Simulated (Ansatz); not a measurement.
Input file for GeH$_{6}$O$_{4}$Si (`[OH][GeH2][O][SiH](O)O`):

```yaml
crystal:
  periodic: [false, false, false]
  atoms:
    - {symbol: O, position_ang: [-1.496585, 1.926918, 0.278426]}
    - {symbol: Ge, position_ang: [-0.318220, 1.251329, 1.403678]}
    - {symbol: O, position_ang: [0.920288, 0.393638, 0.445806]}
    - {symbol: Si, position_ang: [0.752275, -0.644622, -0.779694]}
    - {symbol: O, position_ang: [0.891881, -2.220748, -0.357228]}
    - {symbol: O, position_ang: [-0.792184, -0.488171, -1.330927]}
    - {symbol: H, position_ang: [-1.716244, 1.272131, -0.395557]}
    - {symbol: H, position_ang: [0.375228, 2.421972, 2.099963]}
    - {symbol: H, position_ang: [-0.955548, 0.221049, 2.350919]}
    - {symbol: H, position_ang: [1.755790, -0.310493, -1.810980]}
    - {symbol: H, position_ang: [1.764528, -2.562412, -0.159868]}
    - {symbol: H, position_ang: [-1.181228, -1.260582, -1.744537]}
basis:
  gaussian: {orbitals: def2-TZVPP}
correlation: {method: ccsd_t}
```

```sh
$ ansatz run in.yaml --threads 2 --pin off --events-out ev --progress --plain --max-ram 20480MiB --backend cuda --devices 0, --max-vram 18GiB
```

The program prints (abridged):

```
Functional definition: HF
  name "HF"
  cite "Fock, Z. Phys. 61, 126 (1930) doi:10.1007/BF01340294"
  parent pbe
  exchange = exact_x
  correlation = 0
1836 factors; integrals over basis functions are off by at most 9.5e-4 eV
mean field evaluation 1: about -72581.9279 eV, gradient 6.6e1 eV
mean field evaluation 2: about -72582.2528 eV, gradient 6.6e1 eV
mean field evaluation 4: about -72589.7207 eV, gradient 4.0e0 eV
mean field evaluation 8: about -72589.7979 eV, gradient 3.5e-1 eV
mean field -72589.79860347 eV, -2667.6258955447 hartree, gradient 2.7e-6 eV, S^2 0.000000; 0 other end points of the search recorded, 0 dependent functions left out
18 core orbitals not correlated: weight in the atoms' cores, before any rotation towards them, 1.000 or more for the frozen orbitals, at most 0.000 for the correlated occupied ones
reference -72589.79860347 eV, -2667.6258955447 hartree; 24, 24 occupied and 256, 256 virtual orbitals, 1836 factors
second order -36.21769294 eV of doubles, -0.00000000 eV of singles
cycle   1  -35.68418148 eV  change    5.3e-1 eV  update   1.3e-1
cycle   2  -36.56755077 eV  change   -8.8e-1 eV  update   3.7e-2
cycle   3  -36.75030659 eV  change   -1.8e-1 eV  update   1.8e-2
cycle   4  -36.72382001 eV  change    2.6e-2 eV  update   3.8e-3
cycle   5  -36.72196114 eV  change    1.9e-3 eV  update   1.8e-3
cycle   6  -36.72341719 eV  change   -1.5e-3 eV  update   5.1e-4
cycle   7  -36.72315143 eV  change    2.7e-4 eV  update   2.0e-4
cycle   8  -36.72303988 eV  change    1.1e-4 eV  update   5.8e-5
cycle   9  -36.72304713 eV  change   -7.3e-6 eV  update   2.2e-5
perturbative correction -1.30376971 eV, -0.0479126531 hartree
Total energy: -72627.82542031 eV, -2669.0233552882 hartree
```

It took 11 s on 2 threads of an AMD EPYC 7R13 on a shared host and a share of an NVIDIA H100 80 GB, with 0.85 GiB of host memory at the peak.

MP2 recovers 95.2 % of the CCSD(T) correlation energy and the triples give 3.4 %; T1 = 0.0121.
